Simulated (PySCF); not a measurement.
PySCF job for Al(Me)(OH)(PH2) (CH6AlOP), SMILES [CH3][Al]([OH])[PH2], B3LYP-D3(BJ)/def2-SVP. The structure is a stationary point at B3LYP-D3(BJ)/def2-SVP. The structure was generated by enumeration; whether it is a known compound was not checked. Other conformers were not sampled.

```python
import numpy as np
from pyscf import gto, scf, dft, df
from pyscf.hessian import thermo

mol = gto.M(
    atom='''
    Al    0.28901408   -0.23212365    0.29223170
    C     2.14581760   -0.50022599   -0.23460346
    H     2.22196102   -1.31017556   -0.98150715
    H     2.77000496   -0.78299330    0.62836325
    H     2.57869045    0.40219215   -0.69814748
    O    -0.18441056   -0.86183956    1.80998142
    H    -1.05939739   -0.83075839    2.20612249
    P    -1.23533738    0.99866606   -1.00235684
    H    -2.31861225    0.09161586   -0.77519677
    H    -0.81939039    0.36380805   -2.21552427
    ''',
    basis='def2-SVP',
    charge=0,
    spin=0,
    max_memory=1600,
    verbose=3,
)
mf = dft.RKS(mol, xc='b3lyp').density_fit(auxbasis='def2-universal-jkfit')
mf.disp = 'd3bj'
mf.grids.level = 3
mf.conv_tol = 1e-11
mf.max_cycle = 100
mf.kernel()

# analytic Hessian; the response equations are solved on a coarser grid
h, args, fine = mf.Hessian(), (mf.mo_energy, mf.mo_coeff, mf.mo_occ), mf.grids
h.max_memory = max(150, 2.5e-5 * df.make_auxmol(mol, mf.with_df.auxbasis).nao * mol.nelec[0] * (mol.nelec[0] + mol.nao))  # MB; small integral blocks
h1ao = h.make_h1(mf.mo_coeff, mf.mo_occ)
mf.grids = dft.Grids(mol).set(level=1).build(with_non0tab=True)
mo1, mo_e1 = h.solve_mo1(*args, h1ao)
mf.grids = fine
hess = h.hess_elec(*args, mo1, mo_e1, h1ao) + h.hess_nuc()
if mf.do_disp():
    hess += h.get_dispersion()
for i in range(mol.natm):  # the analytic DFT Hessian lacks the response of the grid: restore translational invariance
    hess[i, i] -= hess[i].sum(axis=0)
hess = (hess + hess.transpose(1, 0, 3, 2)) / 2
vib = thermo.harmonic_analysis(mol, hess, imaginary_freq=False)
thermo.dump_normal_mode(mol, vib)
th = thermo.thermo(mf, vib['freq_au'][vib['freq_au'] > 0], 298.15, 101325)
thermo.dump_thermo(mol, th)
g0 = mf.nuc_grad_method().set(verbose=0).kernel()

# dipole derivatives [dipole axis, atom, xyz] from the same response
r, irp = mol.intor('int1e_r'), mol.intor('int1e_irp').reshape(3, 3, mol.nao, mol.nao)
sl, dm0, ok = mol.aoslice_by_atom(), np.array(mf.make_rdm1()), []
dmu = np.einsum('a,xt->xat', mol.atom_charges(), np.eye(3))
for a, (_, _, p0, p1) in enumerate(sl):
    dmu[:, a] += 2 * np.einsum('xtij,ij->xt', irp[:, :, :, p0:p1], dm0.reshape(-1, mol.nao, mol.nao).sum(0)[:, p0:p1])
    for u, c, occ, f in [(mo1, mf.mo_coeff, mf.mo_occ, 4)]:
        dmu[:, a] -= f * np.einsum('tui,xuv,vi->xt', u[a], r, c[:, occ > 0], optimize=True)
L = vib['norm_mode']
ir = 974.8801 * (np.einsum('xat,kat->kx', dmu, L) ** 2).sum(1)       # km/mol
apt = np.einsum('xax->a', dmu) / 3

# polarisability derivatives from nuclear gradients in small electric fields
h0, F = mf.get_hcore(), 0.005
def in_field(f, guess):
    m = mf.copy()
    m.verbose, m.conv_tol, m.conv_tol_grad = 0, 1e-11, 2e-7
    m.get_hcore = lambda *a: h0 + np.einsum('x,xij->ij', f, r)
    m.kernel(guess)
    ok.append(m.converged)
    dm = np.array(m.make_rdm1())
    g = m.nuc_grad_method().kernel() - np.outer(mol.atom_charges(), f)
    for a, (_, _, p0, p1) in enumerate(sl):
        g[a] -= 2 * np.einsum('x,xtij,ij->t', f, irp[:, :, :, p0:p1], dm[:, p0:p1])
    return g, -np.einsum('xij,ij->x', r, dm), dm
E = np.eye(3) * F
g0, _, dm0 = in_field(np.zeros(3), dm0)
gp = [in_field(e, dm0) for e in E]
gm = [in_field(-e, 2 * dm0 - p[2]) for e, p in zip(E, gp)]
alpha = np.array([(p[1] - q[1]) / (2 * F) for p, q in zip(gp, gm)])  # bohr^3
check = abs(np.array([-(p[0] - q[0]) / (2 * F) for p, q in zip(gp, gm)]) - dmu).max()
print('static polarisability / bohr^3:', alpha.round(3))
print('largest difference of analytic and finite-field dipole derivatives / e:', check)
da = np.zeros((3, 3, mol.natm, 3))
for x in range(3):
    da[x, x] = -(gp[x][0] + gm[x][0] - 2 * g0) / F**2
for x, y in ((0, 1), (0, 2), (1, 2)):
    up, down = in_field(E[x] + E[y], gp[x][2] + gp[y][2] - dm0), in_field(-E[x] - E[y], gm[x][2] + gm[y][2] - dm0)
    both = -(up[0] + down[0] - 2 * g0) / F**2
    da[x, y] = da[y, x] = (both - da[x, x] - da[y, y]) / 2
aq = np.einsum('xyat,kat->kxy', da, L) * 0.529177210903**2           # A^2/amu^1/2
a = np.einsum('kxx->k', aq) / 3
g2 = 1.5 * (aq**2).sum((1, 2)) - 4.5 * a**2
raman, depol = 45 * a**2 + 7 * g2, 3 * g2 / (45 * a**2 + 4 * g2 + 1e-12)
print('mode   freq/cm-1   IR/(km/mol)   Raman/(A^4/amu)   depolarisation')
for k, w in enumerate(vib['freq_wavenumber']):
    print(f'{k + 1:4d} {w:11.2f} {ir[k]:13.3f} {raman[k]:17.3f} {depol[k]:16.3f}')
print('max |gradient| / (hartree/bohr):', abs(g0).max())
print('APT charges:', apt.round(4))
```

It prints:

```
converged SCF energy = -700.576477309852

WARN: DFTD3 does not support analytical Hessian, using finite difference


WARN: Mole.unit (angstrom) is changed to Bohr

Mode                                 0                   1                   2
Irrep
Freq [cm^-1]                       35.5351             89.6105            131.5731
Reduced mass [au]                   1.0309              1.1362              2.9317
Force const [Dyne/A]                0.0008              0.0054              0.0299
Char temp [K]                      51.1271            128.9295            189.3044
Normal mode                   x     y     z       x     y     z       x     y     z
       0  Al                -0.00 -0.00  0.00   -0.01 -0.01  0.01   -0.05 -0.02  0.06
       1   C                -0.00 -0.00 -0.01   -0.01  0.05 -0.00   -0.08  0.07 -0.10
       2   H                -0.05  0.40 -0.44    0.02  0.05 -0.00   -0.13  0.09 -0.12
       3   H                -0.10 -0.52 -0.11    0.01  0.07 -0.01    0.06  0.10 -0.19
       4   H                 0.14  0.20  0.50   -0.04  0.06 -0.01   -0.20  0.10 -0.15
       5   O                 0.00  0.03  0.02   -0.00 -0.04  0.00    0.02 -0.04  0.07
       6   H                 0.01  0.06  0.03   -0.01 -0.08 -0.02    0.04 -0.06  0.12
       7   P                 0.00 -0.01 -0.01    0.03  0.01 -0.03    0.06  0.00 -0.04
       8   H                -0.00 -0.00  0.01   -0.19  0.40  0.48    0.02 -0.00 -0.23
       9   H                -0.01 -0.03 -0.00   -0.40 -0.51  0.09    0.25  0.04  0.01
Mode                                 3                   4                   5
Irrep
Freq [cm^-1]                      182.6528            197.8105            377.1115
Reduced mass [au]                   4.0662              3.7158              3.7395
Force const [Dyne/A]                0.0799              0.0857              0.3133
Char temp [K]                     262.7968            284.6053            542.5795
Normal mode                   x     y     z       x     y     z       x     y     z
       0  Al                -0.03 -0.13 -0.06   -0.05 -0.01 -0.02    0.06 -0.04  0.06
       1   C                 0.02  0.06  0.01   -0.03 -0.03  0.09    0.08 -0.02 -0.02
       2   H                 0.23  0.09  0.01    0.05 -0.04  0.12    0.09  0.01 -0.05
       3   H                 0.01  0.18  0.06   -0.16 -0.04  0.18    0.18  0.02 -0.07
       4   H                -0.12  0.15  0.05    0.07 -0.04  0.14   -0.03  0.03 -0.03
       5   O                -0.01  0.09  0.03    0.15 -0.04  0.03   -0.03 -0.05  0.04
       6   H                -0.00  0.14  0.04    0.22 -0.12  0.18    0.02  0.39  0.13
       7   P                 0.02  0.01  0.03   -0.03  0.04 -0.05   -0.07  0.05 -0.06
       8   H                -0.07  0.11 -0.05   -0.07  0.08 -0.11   -0.05  0.03 -0.05
       9   H                -0.08  0.14 -0.07    0.01  0.03 -0.03   -0.08  0.04 -0.06
Mode                                 6                   7                   8
Irrep
Freq [cm^-1]                      378.4480            513.7479            535.0649
Reduced mass [au]                   1.2854              1.1406              1.1248
Force const [Dyne/A]                0.1085              0.1774              0.1897
Char temp [K]                     544.5025            739.1688            769.8393
Normal mode                   x     y     z       x     y     z       x     y     z
       0  Al                -0.03  0.03 -0.02   -0.01 -0.02 -0.01    0.00  0.01 -0.01
       1   C                -0.04  0.01  0.01    0.01 -0.02 -0.02   -0.02  0.02 -0.01
       2   H                 0.06  0.01  0.02    0.22  0.01 -0.03   -0.02 -0.03  0.05
       3   H                -0.08  0.05  0.06   -0.03  0.08  0.04   -0.16 -0.02  0.08
       4   H                -0.05  0.03  0.04   -0.10  0.07  0.06    0.14 -0.05  0.01
       5   O                -0.01 -0.05 -0.06    0.01  0.01  0.02    0.04 -0.04  0.05
       6   H                 0.23  0.70  0.39   -0.09 -0.05 -0.18   -0.26  0.43 -0.62
       7   P                 0.03 -0.02  0.02   -0.02  0.04 -0.01   -0.00 -0.01  0.01
       8   H                 0.09 -0.08  0.09    0.35 -0.37  0.21   -0.24  0.22 -0.22
       9   H                 0.09 -0.11  0.09    0.36 -0.43  0.35    0.14 -0.07  0.09
Mode                                 9                  10                  11
Irrep
Freq [cm^-1]                      590.9764            652.2307            658.7461
Reduced mass [au]                   1.3687              1.5907              1.8640
Force const [Dyne/A]                0.2816              0.3987              0.4766
Char temp [K]                     850.2835            938.4147            947.7890
Normal mode                   x     y     z       x     y     z       x     y     z
       0  Al                -0.03  0.01  0.01   -0.04  0.06  0.01   -0.08 -0.00 -0.03
       1   C                 0.11 -0.01 -0.06    0.04 -0.07 -0.08    0.12  0.06 -0.01
       2   H                 0.20 -0.05 -0.01    0.58 -0.01 -0.08   -0.25 -0.06  0.06
       3   H                -0.03 -0.01  0.04   -0.12  0.16  0.12    0.10 -0.17 -0.08
       4   H                 0.25 -0.05 -0.01   -0.07  0.11  0.15    0.43 -0.17 -0.17
       5   O                -0.04  0.02 -0.02   -0.00 -0.03  0.05   -0.01 -0.03  0.06
       6   H                 0.10 -0.17  0.28   -0.07 -0.02 -0.09   -0.04  0.09 -0.01
       7   P                -0.01 -0.01  0.02    0.02 -0.02 -0.00    0.02  0.00 -0.00
       8   H                -0.31  0.28 -0.29    0.07 -0.04  0.10    0.21 -0.20  0.19
       9   H                 0.32 -0.24  0.25   -0.21  0.24 -0.20   -0.11  0.06 -0.07
Mode                                12                  13                  14
Irrep
Freq [cm^-1]                      702.6030            873.4207           1090.8807
Reduced mass [au]                   1.5089              7.0119              1.0398
Force const [Dyne/A]                0.4389              3.1516              0.7291
Char temp [K]                    1010.8892           1256.6579           1569.5344
Normal mode                   x     y     z       x     y     z       x     y     z
       0  Al                -0.06  0.03 -0.02   -0.05 -0.04  0.11    0.00 -0.01  0.00
       1   C                 0.07 -0.07  0.08    0.03  0.00 -0.02   -0.00  0.00  0.00
       2   H                -0.05  0.12 -0.14    0.07 -0.02  0.01   -0.01 -0.00  0.01
       3   H                 0.57  0.01 -0.26   -0.01 -0.01  0.01    0.00 -0.01 -0.00
       4   H                -0.38  0.09 -0.05    0.12 -0.03 -0.00    0.00 -0.00 -0.00
       5   O                 0.03 -0.00 -0.01    0.06  0.06 -0.14    0.00  0.00 -0.00
       6   H                -0.03  0.06 -0.14    0.03  0.10 -0.23   -0.00  0.00 -0.01
       7   P                 0.00 -0.01  0.01    0.00  0.00 -0.01   -0.02 -0.02 -0.02
       8   H                -0.09  0.09 -0.07    0.05 -0.06  0.04   -0.11  0.28  0.62
       9   H                 0.06 -0.04  0.04   -0.06  0.04 -0.04    0.56  0.40 -0.02
Mode                                15                  16                  17
Irrep
Freq [cm^-1]                     1213.7627           1426.6696           1427.7878
Reduced mass [au]                   1.2485              1.0509              1.0545
Force const [Dyne/A]                1.0837              1.2603              1.2665
Char temp [K]                    1746.3343           2052.6599           2054.2688
Normal mode                   x     y     z       x     y     z       x     y     z
       0  Al                -0.01  0.00  0.00   -0.00  0.00 -0.00    0.00  0.00  0.00
       1   C                 0.12 -0.02 -0.04   -0.01  0.04 -0.05    0.02  0.05  0.03
       2   H                -0.51 -0.08 -0.00    0.04 -0.48  0.52    0.34  0.03  0.07
       3   H                -0.39  0.03  0.33    0.17 -0.30 -0.27   -0.24 -0.63 -0.01
       4   H                -0.43  0.27  0.06   -0.10  0.29  0.40   -0.35 -0.06 -0.50
       5   O                 0.00  0.00 -0.00    0.00 -0.00  0.00   -0.00 -0.00 -0.00
       6   H                -0.00  0.01 -0.01    0.00  0.00 -0.00   -0.00 -0.00 -0.00
       7   P                 0.00 -0.00  0.00   -0.00 -0.00  0.00    0.00 -0.00  0.00
       8   H                 0.00 -0.00  0.00   -0.00  0.00 -0.01   -0.00  0.00 -0.00
       9   H                -0.00  0.00 -0.00   -0.00 -0.00  0.00   -0.00  0.00 -0.00
Mode                                18                  19                  20
Irrep
Freq [cm^-1]                     2361.1338           2374.3511           3017.4305
Reduced mass [au]                   1.0350              1.0414              1.0359
Force const [Dyne/A]                3.3996              3.4590              5.5571
Char temp [K]                    3397.1458           3416.1626           4341.4106
Normal mode                   x     y     z       x     y     z       x     y     z
       0  Al                -0.00  0.00  0.00    0.00  0.00 -0.00   -0.00  0.00  0.00
       1   C                -0.00 -0.00 -0.00   -0.00 -0.00  0.00    0.04 -0.01 -0.02
       2   H                 0.00 -0.00  0.00   -0.00 -0.00 -0.00   -0.03  0.47  0.43
       3   H                 0.00 -0.00 -0.00    0.00 -0.00 -0.00   -0.27  0.13 -0.40
       4   H                -0.00  0.00  0.00   -0.00  0.00 -0.00   -0.20 -0.46  0.23
       5   O                -0.00 -0.00  0.00   -0.00 -0.00  0.00    0.00  0.00 -0.00
       6   H                 0.00  0.00  0.00    0.00 -0.00  0.00   -0.00 -0.00 -0.00
       7   P                 0.01  0.02  0.01    0.02  0.00 -0.02    0.00 -0.00 -0.00
       8   H                -0.55 -0.43  0.12   -0.52 -0.42  0.10    0.00 -0.00  0.00
       9   H                 0.20 -0.28 -0.58   -0.20  0.31  0.61   -0.00  0.00  0.00
Mode                                21                  22                  23
Irrep
Freq [cm^-1]                     3098.6546           3121.1136           3926.0776
Reduced mass [au]                   1.0987              1.1022              1.0682
Force const [Dyne/A]                6.2155              6.3260              9.7009
Char temp [K]                    4458.2740           4490.5875           5648.7515
Normal mode                   x     y     z       x     y     z       x     y     z
       0  Al                 0.00 -0.00 -0.00    0.00 -0.00  0.00   -0.00  0.00 -0.00
       1   C                -0.03 -0.08 -0.03    0.02 -0.04  0.08    0.00 -0.00  0.00
       2   H                -0.06  0.50  0.47    0.02 -0.14 -0.11   -0.00  0.00  0.00
       3   H                 0.12 -0.07  0.17   -0.45  0.20 -0.61    0.00  0.00 -0.00
       4   H                 0.24  0.49 -0.27    0.20  0.41 -0.20   -0.00  0.00  0.00
       5   O                 0.00 -0.00 -0.00   -0.00  0.00 -0.00   -0.05  0.00  0.03
       6   H                -0.00 -0.00 -0.00   -0.00 -0.00 -0.00    0.87 -0.02 -0.41
       7   P                -0.00  0.00 -0.00   -0.00  0.00 -0.00    0.00  0.00 -0.00
       8   H                 0.00  0.00 -0.00    0.00  0.00 -0.00    0.00 -0.00  0.00
       9   H                -0.00  0.00  0.00   -0.00 -0.00 -0.00   -0.00  0.00 -0.00
temperature 298.1500 [K]
pressure 101325.00 [Pa]
Rotational constants [GHz] 5.59842 2.60232 1.81947
Symmetry number 1
Zero-point energy (ZPE) 0.06602 [Eh]   173323.301 [J/mol]
                           tot       elec      trans        rot        vib
Entropy [J/mol/K]       368.151      0.000    165.142    112.537     90.472
Cv [J/mol/K]            108.301      0.000     12.472     12.472     83.358
Cp [J/mol/K]            116.616      0.000     20.786     12.472     83.358
Internal energy [J/mol]                      3718.434   3718.434 186925.728
Internal energy [Eh]   -700.50245  -700.57648
Enthalpy [J/mol]                             6197.391   3718.434 186925.728
Enthalpy [Eh]          -700.50150
Gibbs free energy [J/mol]                  -43039.688 -29834.517 159951.584
Gibbs free energy [Eh] -700.54331
static polarisability / bohr^3: [[68.386 -7.791  2.484]
 [-7.798 53.292 -7.055]
 [ 2.479 -7.048 58.883]]
largest difference of analytic and finite-field dipole derivatives / e: 0.0018006720635648232
mode   freq/cm-1   IR/(km/mol)   Raman/(A^4/amu)   depolarisation
   1       35.54         0.088             0.105            0.725
   2       89.61         4.556             0.174            0.692
   3      131.57         4.712             2.640            0.637
   4      182.65        13.518             0.666            0.346
   5      197.81        11.425             4.521            0.446
   6      377.11        33.693            17.127            0.141
   7      378.45       108.928             6.870            0.228
   8      513.75         4.856             1.788            0.636
   9      535.06       117.419             1.554            0.665
  10      590.98        44.969             8.454            0.499
  11      652.23        31.045             2.438            0.554
  12      658.75        61.506             4.860            0.079
  13      702.60       136.928             2.413            0.679
  14      873.42        98.556             2.480            0.375
  15     1090.88        22.182            30.781            0.750
  16     1213.76        21.232             4.104            0.163
  17     1426.67         1.172            11.472            0.750
  18     1427.79         3.587             8.966            0.749
  19     2361.13        42.405           167.775            0.132
  20     2374.35        61.576           124.055            0.750
  21     3017.43         3.705           134.031            0.003
  22     3098.65         6.049            84.601            0.727
  23     3121.11         5.509           121.023            0.689
  24     3926.08        82.241           116.723            0.286
max |gradient| / (hartree/bohr): 7.519445387112563e-05
APT charges: [ 1.2924 -0.414   0.0167  0.0013  0.0162 -0.8859  0.3054 -0.1399 -0.1021
 -0.0901]
```

The run converged.

Cost: roughly 2.3 core-minutes.
